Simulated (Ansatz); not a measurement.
A search over several starts for the lowest SCF solution of the cluster Si4O at the given spin, in a small basis.

```yaml
crystal:
  periodic: [false, false, false]
  atoms:
    - {symbol: O, position_ang: [-0.397676, 0.842085, 1.308766]}
    - {symbol: Si, position_ang: [-0.207474, -1.442571, -0.996152]}
    - {symbol: Si, position_ang: [1.880113, -0.129745, -0.850370]}
    - {symbol: Si, position_ang: [-1.310192, -0.510335, 0.875902]}
    - {symbol: Si, position_ang: [0.035229, 1.240566, -0.338146]}
basis:
  gaussian: {orbitals: def2-SVP, initial_orbitals: start.molden}
magnetization: {spin_polarized: true, initial_magnetization: 4}
hamiltonian: {xc: pbe, dispersion: d4}
output: {orbitals: {seedname: orbitals}}
```

The file start.molden holds the orbitals of an earlier run on this structure, at another level or in another basis.

```sh
$ ansatz run in.yaml --threads 4 --pin off --events-out ev --progress --plain --max-ram 4787MiB
```

It prints (some lines left out):

```
Functional definition: PBE
927 factors; their error is unknown
mean field evaluation 1: about -33524.7115 eV, gradient 4.4e0 eV
mean field evaluation 2: about -33524.8103 eV, gradient 1.5e-1 eV
mean field evaluation 4: about -33524.6977 eV, gradient 3.9e-3 eV
mean field evaluation 8: about -33518.5146 eV, gradient 4.0e1 eV
mean field evaluation 16: about -33524.8099 eV, gradient 3.5e-1 eV
mean field evaluation 32: about -33524.6977 eV, gradient 2.2e-5 eV
mean field evaluation 64: about -33524.1606 eV, gradient 6.7e0 eV
mean field -33524.69766621 eV, -1232.0099153769 hartree, gradient 3.1e-5 eV, S^2 6.013124; 9 other end points of the search recorded, 0 dependent functions left out
reference -33524.69769993 eV, -1232.0099166160 hartree; 34, 30 occupied and 52, 56 virtual orbitals, 927 factors
Total energy: -33525.02380282 eV, -1232.0219006763 hartree
```

Hardware: 4 threads of Intel Xeon 6975P-C on a shared host. Wall time 1.9 s.

At PBE0-D4/def2-TZVP a singlet of charge 0 lies 1.63 eV below the quintet, each at its own geometry. The structure comes from a short search, and lower isomers may exist.
